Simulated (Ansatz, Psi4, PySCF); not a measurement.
C3H3, doublet, geometry from GFN2-xTB. Base run: B97M-V/def2-SVPD (PySCF).

Geometry (Å):
```xyz
6

C      0.0018    -0.0008     0.3345
C      0.0080    -0.0036     1.5290
C     -0.0059     0.0027    -1.1227
H      0.0400     1.0302    -1.4794
H      0.8575    -0.5512    -1.4875
H     -0.9208    -0.4685    -1.4779
```
Charge 0, spin multiplicity 2.
Orbitals are unrestricted.
All else is at PySCF's defaults.

The same geometry, method and basis name were run in Ansatz (a first-principles code) and Psi4 and PySCF, at each program's defaults and at the settings that a row names. The base is PySCF at its defaults. Differences at the defaults can come from grids, fitting, cores and function types together.

| code and settings | ΔE vs base (mEh) | basis functions | E (Eh) | SCF cycles | dipole (D) |
|---|---|---|---|---|---|
| PySCF, defaults (exact integrals, its default grid, spherical functions) | 0.000 | 84 | -115.84462 | 12 | 1.57 |
| Psi4, defaults (density fitting with its default set, its default grid, spherical functions) | -0.036 | 84 | -115.84465 | 11 | 1.57 |
| Ansatz, defaults (factorised integrals, its default grid, spherical functions) | 0.009 | 84 | -115.84461 | - | - |
| PySCF, density fitting with def2-universal-jkfit | -0.038 | 84 | -115.84466 | 12 | 1.57 |
| PySCF, fine grid | 0.009 | 84 | -115.84461 | 12 | 1.57 |
| Psi4, exact integrals, spherical functions, fine grid | 0.009 | 84 | -115.84461 | 14 | 1.57 |
| Ansatz, high accuracy | 0.009 | 84 | -115.84461 | - | - |

Open shells are given as the SCF converged; they aren't shown to be the lowest states, and a large step between rows can be another state.
